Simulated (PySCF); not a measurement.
**Basis and Hamiltonian dependence of the excitation energy of Si⁺**

Si⁺ [Ne] 3s2 3p1 (2P) → Si⁺ [Ne] 3s1 3p2 (4P). All values are computed (PySCF 2.14, energy differences of UHF-based or UKS calculations, no spin-orbit coupling). Values in eV.

```tsv
basis	Hamiltonian	functions	UHF	r2SCAN	PBE0	MP2 (valence)	CCSD(T) (valence)	CCSD(T) (valence and next inner shell)
x2c-TZVPPall	spin-free X2C	42	3.940	4.709	5.132	4.788	5.140	5.264
aug-cc-pVTZ-DK	spin-free X2C	50	3.946	4.719	5.136	4.804	n/a	n/a
dyall-av2z	non-relativistic	50	3.911	4.675	5.088	4.671	5.067	n/a
x2c-TZVPPall with one added diffuse shell each of s, p, d type	spin-free X2C	51	3.937	4.709	5.131	4.789	5.140	5.264
x2c-QZVPPall	spin-free X2C	70	3.926	4.704	5.118	4.843	5.161	5.299
aug-cc-pCVTZ-DK	spin-free X2C	75	3.945	4.725	5.138	4.811	5.159	5.275
def2-QZVPPD	non-relativistic	76	3.870	4.647	5.059	4.787	5.108	5.244
aug-cc-pVQZ-DK	spin-free X2C	84	3.930	4.703	5.122	4.842	5.162	n/a
dyall-av3z	spin-free X2C	84	3.926	4.703	5.120	4.799	5.145	n/a
x2c-QZVPPall with one added diffuse shell each of s, p, d, f type	spin-free X2C	86	3.926	4.704	5.118	4.844	5.162	5.300
aug-cc-pV(Q+d)Z	non-relativistic	89	3.874	4.645	5.063	4.788	5.110	n/a
aug-cc-pCVTZ-DK with one added diffuse shell each of s, p, d, f type	spin-free X2C	91	3.944	4.725	5.138	4.812	5.159	5.275
dyall-acv3z	spin-free X2C	113	3.927	4.704	5.120	4.812	5.150	n/a
dyall-acv3z	non-relativistic	113	3.870	4.647	5.061	4.756	5.097	n/a
```

Frozen in the all-electron rows: valence: [Ne]; valence and next inner shell: 1s2.

Reference for a calculation without spin-orbit coupling: 5.308 eV (measured, between term centres; NIST).
